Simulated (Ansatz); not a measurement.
`CC(S)[SiH2]F`, relaxed with RKS PBE0-D4/def2-TZVP in the Gaussian-basis code of Ansatz from a PBE-D4/def2-SVP geometry. The force threshold is 0.005 eV/Å; the program also tests the step.

Total charge 0; spin multiplicity 1.

Start:

```xyz
12

C    -0.418    1.225   -0.736
C     0.575    0.217   -0.165
S     1.170   -1.042   -1.386
Si   -0.033   -0.828    1.286
F    -0.665    0.144    2.460
H     0.005    1.764   -1.608
H    -1.351    0.723   -1.069
H    -0.698    1.967    0.041
H     1.515    0.725    0.142
H    -0.059   -1.567   -1.659
H    -1.139   -1.727    0.808
H     1.100   -1.601    1.887
```

Q: How much energy does the relaxation release, and in how many steps? (An estimate is asked.)

A: The calculation gave: 7.11 kJ/mol, in 5 steps.

Q: Which bonds change most? (Estimate.)

A: Computed: Si4–F5 from 1.649 to 1.607 Å; C2–S3 from 1.852 to 1.824 Å; C2–Si4 from 1.889 to 1.868 Å; S3–H10 from 1.365 to 1.344 Å.

Q: Give the relaxed structure. (Best estimate.)

A: Ansatz gave: 
```xyz
12

C    -0.416    1.224   -0.733
C     0.568    0.223   -0.157
S     1.145   -1.024   -1.356
Si   -0.032   -0.822    1.270
F    -0.656    0.102    2.427
H     0.003    1.733   -1.604
H    -1.340    0.731   -1.046
H    -0.678    1.975    0.018
H     1.494    0.726    0.143
H    -0.058   -1.568   -1.609
H    -1.117   -1.713    0.788
H     1.087   -1.588    1.861
```
